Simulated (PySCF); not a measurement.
## [PbS2]-: one-bond stretch

Method: UPBE0/[Pb def2-TZVPD with ECP60, S def2-TZVPD], scalar-relativistic core potentials, density fitting, no spin–orbit coupling, PySCF.

Rigid scan from the doublet minimum (Pb–S 2.397 Å (×2); S–Pb–S 128.7°). Coordinate: the bond from Pb to the last atom (S) scaled, the rest fixed. Energies in kJ/mol from the minimum.

Predict the curve at 0.92, 0.96, 1.00, 1.05, 1.12, 1.20, 1.35, 1.55, 1.80, 2.20.


| scale of one bond | E (kJ/mol) | dipole size (D, about the centre of mass) | ⟨S²⟩ |
| --- | --- | --- | --- |
| 0.92 | 27.5 | 3.93 | 0.76 |
| 0.96 | 5.8 | 4.01 | 0.76 |
| 1.00 | 0.0 | 4.17 | 0.76 |
| 1.05 | 6.2 | 4.41 | 0.76 |
| 1.12 | 25.5 | 4.66 | 0.76 |
| 1.20 | 47.6 | 4.89 | 0.76 |
| 1.35 | 80.0 | 5.96 | 0.76 |
| 1.55 | 116.9 | – | 0.76 |
| 1.80 | 150.7 | – | 0.78 |
| 2.20 | 180.0 | – | 0.86 |

With an element this heavy the missing spin–orbit coupling can shift these numbers.

Other isomers or separated fragments may lie lower.

The scan took roughly 3 core-minutes on a shared host.
